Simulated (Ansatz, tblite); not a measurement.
Removing and adding an electron: `COc1ccc(-c2ccc(-c3ccc(-c4ccc(-c5ccc(-c6ccc(C(F)=C(F)F)cc6)cc5)cc4)cc3)cc2)cc1`. The state is a singlet with charge 0. Geometry: PBE-D4/def2-SVP. Ansatz, gas phase; energy differences of separate SCF runs; the oxidised species was run as a doublet alone; the reduced species was run as a doublet alone.

```xyz
70

C    -4.645    0.244  -13.699
O    -3.562    0.973  -13.155
C    -3.284    0.828  -11.831
C    -2.189    1.573  -11.340
C    -1.825    1.488   -9.997
C    -2.532    0.663   -9.088
C    -2.138    0.572   -7.663
C    -3.098    0.384   -6.642
C    -2.724    0.293   -5.299
C    -1.369    0.385   -4.904
C    -0.972    0.286   -3.480
C    -1.708   -0.499   -2.563
C    -1.332   -0.595   -1.220
C    -0.197    0.087   -0.724
C     0.204   -0.015    0.698
C    -0.756   -0.162    1.725
C    -0.377   -0.256    3.067
C     0.983   -0.210    3.452
C     1.386   -0.307    4.874
C     2.538    0.356    5.358
C     2.918    0.267    6.700
C     2.165   -0.488    7.629
C     2.565   -0.577    9.052
C     1.605   -0.709   10.081
C     1.981   -0.787   11.423
C     3.344   -0.738   11.801
C     3.671   -0.822   13.223
F     2.629   -1.045   14.060
C     4.878   -0.687   13.830
F     6.017   -0.451   13.193
F     5.051   -0.777   15.137
C     4.314   -0.612   10.776
C     3.926   -0.534    9.437
C     1.013   -1.150    7.145
C     0.634   -1.062    5.803
C     1.944   -0.066    2.424
C     1.565    0.030    1.082
C     0.540    0.872   -1.641
C     0.162    0.970   -2.983
C    -0.409    0.575   -5.924
C    -0.783    0.666   -7.268
C    -3.624   -0.072   -9.597
C    -4.004    0.000  -10.945
H    -5.613    0.514  -13.220
H    -4.496   -0.856  -13.602
H    -4.692    0.505  -14.772
H    -1.646    2.224  -12.041
H    -0.984    2.098   -9.632
H    -4.166    0.346   -6.906
H    -3.506    0.185   -4.531
H    -2.574   -1.078   -2.919
H    -1.909   -1.245   -0.546
H    -1.826   -0.163    1.469
H    -1.156   -0.328    3.841
H     3.127    0.986    4.675
H     3.798    0.830    7.046
H     0.535   -0.719    9.825
H     1.212   -0.877   12.203
H     5.383   -0.590   11.024
H     4.706   -0.467    8.663
H     0.423   -1.779    7.829
H    -0.247   -1.624    5.457
H     3.015   -0.067    2.680
H     2.343    0.103    0.308
H     1.407    1.449   -1.284
H     0.738    1.623   -3.655
H     0.659    0.613   -5.663
H    -0.003    0.775   -8.036
H    -4.181   -0.745   -8.927
H    -4.853   -0.602  -11.296
```

The xTB rows come from tblite. Single mean-field runs in def2-SVP are fitted with def2-universal-jkfit. HOMO above LUMO, or a gap near zero within one spin, warns that the state may not be the lowest or that an electron is smeared out.

Q: Estimate orbital energies and vertical ionisation energies and electron affinities at: GFN1-xTB; GFN2-xTB; PBE-D4/def2-SVP; r2SCANh-D4/def2-SVP; PBE0-D4/def2-SVP.

A: 
| level | −HOMO (eV) | vertical IE (eV) | −LUMO (eV) | vertical EA (eV) | HOMO–LUMO gap (eV) | IE − EA (eV) | remarks |
| --- | --- | --- | --- | --- | --- | --- | --- |
| GFN1-xTB | 10.93 | 12.23 | 8.67 | 7.29 | 2.27 | 4.94 | – |
| GFN2-xTB | 9.92 | 11.29 | 7.88 | 6.37 | 2.04 | 4.91 | – |
| PBE-D4/def2-SVP | 4.95 | 6.21 | 2.49 | 1.26 | 2.46 | 4.96 | HOMO above zero (-1 doublet), gap within one spin near zero (+1 doublet) |
| r2SCANh-D4/def2-SVP | 5.46 | 6.54 | 2.25 | 1.16 | 3.21 | 5.38 | – |
| PBE0-D4/def2-SVP | 5.82 | 6.74 | 1.87 | 1.00 | 3.95 | 5.74 | – |

Relaxing the oxidised species (PBE-D4/def2-SVP) changes its energy by -0.09 eV at PBE-D4/def2-SVP, so the adiabatic ionisation energy to this nearest minimum is 6.12 eV. At PBE0-D4/def2-SVP it is 6.62 eV.  Relaxing the reduced species (PBE-D4/def2-SVP) changes its energy by -0.14 eV at PBE-D4/def2-SVP, so the adiabatic electron affinity to this nearest minimum is 1.40 eV. At PBE0-D4/def2-SVP it is 1.08 eV.     A HOMO above zero means that the electron is unbound at that level or that self-interaction error raises the level; the energy of removing that electron tells which. Raw xTB energy differences between charge states are shifted by several eV; the methods need an empirical correction for them. Sets without diffuse functions give affinities that are too small.
